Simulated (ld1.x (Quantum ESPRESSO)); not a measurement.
Before and after: TM semilocal potential for Sc

```
Element                 : scandium
Generator               : ld1.x (Quantum ESPRESSO) 7.5
Type                    : norm-conserving Troullier–Martins (semilocal form)
Functional              : PBE
Relativity              : scalar-relativistic
Frozen core             : [Ar]
Valence charge          : 3
Reference configuration : 3d1 4s1 4p1
Partial waves           : 4s (bound): rc 3.15 bohr; 4p (bound): rc 3.70 bohr; 3d (bound): rc 2.70 bohr
Local potential         : the d channel
Core correction         : Bessel-smoothed model core inside 2.30 bohr
```

Change: wave 3d (bound): rc 2.70 bohr becomes 3d (bound): rc 2.10 bohr.

Cutoffs: the cutoffs (Ry, on a coarse ladder) from which the occupation-weighted sum of valence levels, in a spherical-Bessel basis at the reference potential, stays within 10 and 1 mRy of its value at 400 Ry; they do not see the model core or the augmentation charge, which bear on the density cutoff. Errors are all-electron minus pseudo energies relative to the spin-unpolarised reference configuration.

Task: Predict the effect on cutoff, ghosts and configuration errors.

Result: The potential gets harder (30 Ry and 35 Ry → 40 Ry and 50 Ry); of the 7 tests that both files solve, the error grows in 2 and shrinks in 4 by more than 15 % and 0.3 meV (median size 3.8 → 3.0 meV); neither file shows a bound ghost. A smaller radius makes the pseudo-wave follow the all-electron one further in, where it bends more sharply, so more plane waves are needed. A semilocal file is local in each channel, so a ghost entry of none says nothing of the separable form that plane-wave codes build from it.

```tsv
quantity	base	changed
cutoff, loose	30 Ry	40 Ry
cutoff, tight	35 Ry	50 Ry
loose cutoff by channel (10 mRy a level)	s 6 Ry, p 6 Ry, d 30 Ry	s 6 Ry, p 6 Ry, d 40 Ry
bound ghosts	none	none
error for 3d1 4s2 4p0, meV [ΔE -2.78 eV]	-2.3	-1.7
error for 3d1 4s1 4p0, meV [ΔE 4.12 eV]	-1.5	-1.7
error for 3d1 4s0 4p0, meV [ΔE 16.89 eV]	-14	-8.4
error for 3d1.5 4s1.5 4p0, meV [ΔE -2.10 eV]	-36	-47
error for 3d0 4s2 4p0, meV [ΔE 5.60 eV]	+53	-177
error for 3d1 4s0 4p2, meV [ΔE 2.89 eV]	-3.8	-3.0
error for 3d1 4s0 4p1, meV [ΔE 7.55 eV]	-2.1	-0.5
s: phases at 4.00 bohr within 0.05 rad from the reference energy up to (Ry; the scan ends near 5)	0.9	0.9
p: phases at 4.00 bohr within 0.05 rad from the reference energy up to (Ry; the scan ends near 5)	1.3	1.3
d: phases at 4.00 bohr within 0.05 rad from the reference energy up to (Ry; the scan ends near 5)	0.2	0.4
```
